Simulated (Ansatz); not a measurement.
Mulliken charges of `[GaH2][NH][SiH2]Br` from ωB97M-V/def2-TZVPP in Ansatz (PBE0-D4/def2-TZVP geometry).

| atom | x (Å) | y (Å) | z (Å) | charge (e) |
| --- | --- | --- | --- | --- |
| Ga1 | -0.277 | 1.776 | -0.426 | 0.202 |
| N2 | 0.447 | 0.303 | 0.413 | -0.362 |
| Si3 | 0.188 | -1.337 | 0.030 | 0.349 |
| Br4 | -1.328 | -2.308 | 1.361 | -0.238 |
| H5 | -1.129 | 1.484 | -1.696 | -0.007 |
| H6 | 0.061 | 3.159 | 0.210 | -0.014 |
| H7 | 0.970 | 0.491 | 1.257 | 0.108 |
| H8 | -0.347 | -1.416 | -1.347 | -0.014 |
| H9 | 1.415 | -2.151 | 0.198 | -0.025 |

By hand: the dipole of these point charges (1 e Å = 4.8032 D).

Σ q r = (0.245, 0.404, -0.390) e Å, of length 0.613 e Å = 2.94 D.

How does the dipole of the full density compare? (Estimate.)

Ansatz gave: (0.273, 0.396, -0.084) e Å, 2.35 D; the point charges give 1.25 times that, at 30° from its direction.

Point charges leave out the atoms' own dipoles, such as those of lone pairs, and Mulliken's split depends on the basis, so the two needn't agree.
